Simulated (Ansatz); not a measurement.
Isomers of Sn2H (doublet), relaxed with r2SCAN-D4/def2-TZVP; total energies from Ansatz at PBE0-D4/def2-TZVP.

| isomer | description | energy (Eh) |
| --- | --- | --- |
| A | point group not assigned; 2 × H–Sn 1.97 Å | -429.20556 |
| B | point group C∞v; 1 × Sn–Sn 2.58 Å; 1 × H–Sn 1.72 Å | -429.18411 |

In the def2 sets Sn takes a core potential; there is no spin–orbit coupling.

The isomers come from a short search, and lower ones may exist.

Question: Work out the relative energies (1 Eh = 2625.5 kJ/mol) and the Boltzmann populations at 1200 K from electronic energies alone (R = 8.314 J/mol/K).

Answer: ΔE: A 0.0, B 56.3 kJ/mol. RT = 9.98 kJ/mol. Factors exp(−ΔE/RT): A 1, B 0.00355; sum 1.004. Populations: A 99.6 %, B 0.4 %. Zero-point energy, vibrational entropy and symmetry numbers are left out and can shift these; an error of 4 kJ/mol changes a ratio by a factor of 1.5. Over the other density-functional and correlated levels in def2 sets, the gap between A and B ranges from 50 to 55 kJ/mol.
